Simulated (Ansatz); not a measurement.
CH₄AlFO₂S, 10 atoms. The species carries charge 0 and has multiplicity 1. The bonds changed during the relaxation, so this is another structure than the one it started from. All runs use 4 threads of a server CPU on a shared host. Correlated methods freeze the cores.

(1) How many basis functions does each run have, and how long does it take in Ansatz? RKS ωB97M-V/def2-QZVPP energy; RKS PBE0-D4/def2-TZVP relaxation (9 steps); RKS PBE0-D4/def2-TZVP frequencies; RHF-CCSD(T)/def2-TZVPP energy; RKS PBE0-D4/def2-SVP energy; RKS ωB97X-V/def2-TZVPP energy; RKS PBE0-D4/def2-TZVPP energy; RKS ωB97M-V/def2-SVP energy; RHF-CCSD(T)/def2-SVP energy; direct RPA on PBE orbitals/def2-TZVPP energy; RKS PBE0-D4/def2-QZVPP energy; RKS LC-ωPBE/def2-TZVPP energy. (Best estimate.)

Results:

(1) The calculation gave: Other jobs shared the machine, so times are rough.

```json
{"level": "RKS PBE0-D4/def2-SVP", "job": "energy", "functions": "112", "wall time": "1.1 s", "peak host memory (GiB)": "0.24"}
{"level": "RKS LC-ωPBE/def2-TZVPP", "job": "energy", "functions": "264", "wall time": "2.6 s", "peak host memory (GiB)": "0.56"}
{"level": "RKS PBE0-D4/def2-TZVPP", "job": "energy", "functions": "264", "wall time": "3.3 s", "peak host memory (GiB)": "0.76"}
{"level": "RKS ωB97M-V/def2-SVP", "job": "energy", "functions": "112", "wall time": "4.8 s", "peak host memory (GiB)": "0.37"}
{"level": "direct RPA on PBE orbitals/def2-TZVPP", "job": "energy", "functions": "264", "wall time": "4.9 s", "peak host memory (GiB)": "0.69"}
{"level": "RHF-CCSD(T)/def2-SVP", "job": "energy", "functions": "112", "wall time": "5.5 s", "peak host memory (GiB)": "0.56"}
{"level": "RKS ωB97X-V/def2-TZVPP", "job": "energy", "functions": "264", "wall time": "8 s", "peak host memory (GiB)": "0.92"}
{"level": "RKS PBE0-D4/def2-QZVPP", "job": "energy", "functions": "488", "wall time": "8.5 s", "peak host memory (GiB)": "2.1"}
{"level": "RKS ωB97M-V/def2-QZVPP", "job": "energy", "functions": "488", "wall time": "19 s", "peak host memory (GiB)": "2.4"}
{"level": "RKS PBE0-D4/def2-TZVP", "job": "relaxation (9 steps)", "functions": "222", "wall time": "35 s", "peak host memory (GiB)": "0.67"}
{"level": "RKS PBE0-D4/def2-TZVP", "job": "frequencies", "functions": "222", "wall time": "2.6 min", "peak host memory (GiB)": "0.66"}
{"level": "RHF-CCSD(T)/def2-TZVPP", "job": "energy", "functions": "264", "wall time": "3.2 min", "peak host memory (GiB)": "6.6"}
```

LC-ωPBE has ω = 0.4 bohr⁻¹.
